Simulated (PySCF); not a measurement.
HI2InO, SMILES [OH][In]([I])[I].

Geometry: PBE-D3(BJ)/def2-SVP. The structure was generated by enumeration; whether it is a known compound was not checked. The def2 effective core potentials stand for the cores of I, In; spin–orbit coupling is left out. Other conformers were not sampled.

Method: IEF-PCM-B3LYP/def2-SVP (PySCF).

The values are the electrostatic part of the solvation free energy, E(continuum) − E(gas) at the gas-phase geometry, in a cavity of scaled van der Waals radii (PySCF's table); cavitation and dispersion terms are not included. A continuum can't describe solvent molecules that bind to the metal. In vacuum the orbital gap is 4.38 eV. The dipole moment in vacuum is 1.17 D.

```
solvent                    ε  ΔG(elec) (kcal/mol)  dipole (D)  gap (eV)
---------------------  -----  -------------------  ----------  --------
water                  78.36                 -8.1        1.62      4.56
N,N-dimethylformamide  37.22                 -7.9        1.61      4.56
tetrahydrofuran         7.43                 -6.5        1.51      4.53
```
